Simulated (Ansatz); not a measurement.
A structure relaxed at PBE-D4/def2-SVPD in Ansatz, charge -1, singlet:

```csv
atom,x (Å),y (Å),z (Å)
K1,1.608,-1.888,-1.823
K2,-2.852,-1.118,0.123
K3,2.598,1.409,-0.816
K4,-1.854,2.170,1.153
K5,0.621,-0.710,1.690
H6,2.882,-0.993,0.373
H7,-1.845,-0.192,2.445
H8,-3.700,1.261,-0.399
H9,2.417,0.207,-3.089
H10,0.711,2.059,0.829
H11,-0.584,-2.203,-0.486
```

**Question.** Give its formula and point group.

**Answer.** K5H6⁻ (the lowest singlet isomer of a short search). Point group C2v (tolerance 0.1 Å).

**Question.** Summarise the bond lengths by kind (pairs closer than 1.2 times the sum of covalent radii, bridged metal pairs left out).

**Answer.** 14 × H–K 2.58 to 2.70 Å.

The structure comes from a short search, and lower isomers may exist.
